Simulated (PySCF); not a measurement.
## Electron correlation in O⁺ (oxygen, charge +1)

[He] 2s1 2p4, high-spin 4P determinant (an excited configuration). Computed with PySCF 2.14 in def2-QZVPPD, with no relativity, point nucleus. Frozen: 1s2; 5 electrons correlated.

| level | correlation energy (mhartree) |
| --- | --- |
| CCSD | -120.85 |
| (T) | -2.47 |
| CCSD(T) | -123.32 |

Diagnostics: T1 = 0.0068, D1 = 0.0159, largest double amplitude 0.059.

Cost of the coupled-cluster step: of the order of 7 core-seconds, for 5 correlated electrons.
